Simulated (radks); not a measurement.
The numbers below are computed, except where a source is named.
Mean orbital radii <r> (bohr) of the tin ion Sn2+, [Kr] 4d10 5s2, at several levels of relativity; Dirac values are averaged over j with weights 2j + 1. Spin-unpolarised spherical Kohn-Sham, PBE, point nucleus unless stated (finite: rms radius 4.6519 fm), a radial shooting solver on a logarithmic mesh with Libxc functionals. A level marked "c x" has the speed of light scaled by that factor.

shell	non-rel.	Dirac	Dirac, finite nucleus	Dirac, c x 3	change of magnitude, last against first (%)
1s	0.03042	0.02905	0.02905	0.03028	-0.49
2s	0.1314	0.1251	0.1251	0.1308	-0.52
2p	0.1121	0.1094	0.1094	0.1118	-0.27
3s	0.3526	0.3391	0.3391	0.3511	-0.41
3p	0.3436	0.3373	0.3373	0.3429	-0.20
3d	0.3147	0.3147	0.3147	0.3146	0.00
4s	0.8488	0.8186	0.8186	0.8456	-0.39
4p	0.8986	0.8853	0.8853	0.8971	-0.16
4d	1.082	1.092	1.092	1.083	+0.10
5s	2.296	2.217	2.217	2.287	-0.37
5p (empty)	2.703	2.675	2.675	2.700	-0.11
